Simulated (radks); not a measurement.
Values are calculated unless marked as measured or tabulated.
Spherical quantum dot in the effective-mass picture: electrons in a well V = -V0 / (1 + exp((r - R)/a)) with V0 = 13.5, R = 4.52, a = 0.21, with a point charge +2 (a donor) at the centre, all in effective atomic units (hartree* = m*/eps^2 hartree, bohr* = eps/m* bohr), one dielectric constant everywhere. Level of theory: non-relativistic Kohn-Sham, LDA (Slater exchange, Perdew-Wang correlation), spin-polarised, spherical densities (a radial shooting solver with Libxc functionals). Levels are named by radial order and angular momentum (1s, 1p, 1d, 2s, ...), and open shells are averaged over m. Each electron was tried in the lowest free levels, single moves between levels near the top were tried too, and the lowest total energy was kept; such a search can miss a lower state. At N = 1 the Hartree and exchange-correlation terms need not cancel, so that row can carry a self-interaction error.

N                         open shells  2S  E (hartree*)  mu = E(N) - E(N-1) (hartree*)  addition energy mu(N+1) - mu(N) (hartree*)  e(HOMO) (hartree*)  rms radius (bohr*)
1                    1s(up 1, down 0)   1      -15.4417                        -15.442                                       1.052             -15.010              0.8928
2                                none   0      -29.8315                        -14.390                                       1.365             -14.062               1.110
3                    1p(up 1, down 0)   1      -42.8559                        -13.024                                      0.2892             -12.885               1.760
4                    1p(up 2, down 0)   2      -55.5911                        -12.735                                      0.3027             -12.584               2.047
5                    1p(up 3, down 0)   3      -68.0236                        -12.433                                      0.3264             -12.281               2.226
6   1p(up 3, down 0) 2s(up 1, down 0)   4      -80.1297                        -12.106                                      0.3739             -11.954               2.364
7   1p(up 3, down 1) 2s(up 1, down 0)   3      -91.8619                        -11.732                                      0.2769             -11.596               2.463
8   1p(up 3, down 2) 2s(up 1, down 0)   2      -103.317                        -11.455                                      0.2833             -11.314               2.542
9                    2s(up 1, down 0)   1      -114.489                        -11.172                                      0.3252             -11.030               2.609
10                               none   0      -125.336                        -10.847                                      0.5266             -10.688               2.661
11                   1d(up 1, down 0)   1      -135.656                        -10.320                                      0.2728             -10.184               2.722
12                   1d(up 2, down 0)   2      -145.704                        -10.047                                      0.2733             -9.9108               2.775
13                   1d(up 3, down 0)   3      -155.478                        -9.7742                                      0.2733             -9.6375               2.821
14                   1d(up 4, down 0)   4      -164.979                        -9.5009                                      0.2731             -9.3642               2.861
15                   1d(up 5, down 0)   5      -174.206                        -9.2277                                      0.3392             -9.0913               2.897
16                   1d(up 5, down 1)   4      -183.095                        -8.8886                                      0.2665             -8.7555               2.930
17                   1d(up 5, down 2)   3      -191.717                        -8.6221                                      0.2671             -8.4886               2.960
18                   1d(up 5, down 3)   2      -200.072                        -8.3549                                      0.2674             -8.2213               2.987
19                   1d(up 5, down 4)   1      -208.159                        -8.0875                                      0.2674             -7.9538               3.013
20                               none   0      -215.980                        -7.8201                                      0.5859             -7.6865               3.036
21                   1f(up 1, down 0)   1      -223.214                        -7.2342                                      0.2618             -7.1033               3.061
22                   1f(up 2, down 0)   2      -230.186                        -6.9724                                      0.2619             -6.8414               3.085
23                   1f(up 3, down 0)   3      -236.897                        -6.7105                                      0.2618             -6.5796               3.106
24                   1f(up 4, down 0)   4      -243.345                        -6.4487                                      0.2617             -6.3179               3.127
25                   1f(up 5, down 0)   5      -249.532                        -6.1871                                      0.2615             -6.0563               3.146
26                   1f(up 6, down 0)   6      -255.458                        -5.9256                                      0.2613             -5.7949               3.164
27                   1f(up 7, down 0)   7      -261.122                        -5.6643                                      0.3245             -5.5338               3.181
28                   1f(up 7, down 1)   6      -266.462                        -5.3398                                      0.2576             -5.2110               3.197
29                   1f(up 7, down 2)   5      -271.544                        -5.0822                                      0.2577             -4.9534               3.212
30                   1f(up 7, down 3)   4      -276.369                        -4.8245                                      0.2577             -4.6957               3.227
31                   1f(up 7, down 4)   3      -280.936                        -4.5668                                      0.2576             -4.4380               3.241
32                   1f(up 7, down 5)   2      -285.245                        -4.3092                                      0.2575             -4.1804               3.254
33                   1f(up 7, down 6)   1      -289.296                        -4.0516                                      0.2574             -3.9229               3.267
34                               none   0      -293.091                        -3.7942                                      0.6236             -3.6656               3.279
35                   1g(up 1, down 0)   1      -296.261                        -3.1707                                      0.2539             -3.0437               3.292
36                   1g(up 2, down 0)   2      -299.178                        -2.9167                                           -             -2.7898               3.304

All shells are closed at N = 2, 10, 20, 34 (there: 1s2 1p6 1d10 2s2 1f14); the second difference of the energy has clear peaks (12 % above both neighbours; the first and last values, which can be the largest, are not judged, and half-filled shells can peak too) at N = 2, 6, 10, 15, 20, 27, 34.
